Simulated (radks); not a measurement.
The numbers below are computed, except where a source is named.
Question: All-electron atom: Yb2+ in [Kr] 4d10 4f14 5s1 5p6 5d1 (not the ground configuration). Level of theory: Dirac Kohn-Sham, PBEsol, spin-unpolarised, spherical densities, point nucleus; open shells fill j = l - 1/2 first (a radial shooting solver on a logarithmic mesh with Libxc functionals). Some entries of the table are withheld. Estimate them.

orbital  occ.  eigenvalue (hartree)  <r> (bohr)
1s1/2       2             -2247.764     0.01966
2s1/2       2             -381.1796     0.08276
2p1/2       2             -363.6121     0.06873
2p3/2       4             -325.1517     0.07623
3s1/2       2             -86.42587      0.2163
3p1/2       2             -78.67726         (1)
3p3/2       4             -70.51449         (2)
3d3/2       4                   (3)      0.1935
3d5/2       6                   (4)      0.1979
4s1/2       2             -17.54500      0.4881
4p1/2       2             -14.41205      0.4959
4p3/2       4             -12.56395      0.5284
4d3/2       4                   (5)      0.5539
4d5/2       6                   (6)      0.5654
5s1/2       1              -2.69245       1.198
5p1/2       2                   (7)       1.343
5p3/2       4                   (8)       1.451
4f5/2       6                   (9)      0.7536
4f7/2       8                  (10)      0.7708
5d3/2       1              -0.56407       2.235
5d5/2       0              -0.54737       2.295

Answer: 
(1) 3p1/2 <r> (bohr): 0.2061
(2) 3p3/2 <r> (bohr): 0.2202
(3) 3d3/2 eigenvalue (hartree): -57.32959
(4) 3d5/2 eigenvalue (hartree): -55.54554
(5) 4d3/2 eigenvalue (hartree): -7.41331
(6) 4d5/2 eigenvalue (hartree): -7.07710
(7) 5p1/2 eigenvalue (hartree): -1.83285
(8) 5p3/2 eigenvalue (hartree): -1.59749
(9) 4f5/2 eigenvalue (hartree): -0.82404
(10) 4f7/2 eigenvalue (hartree): -0.77487
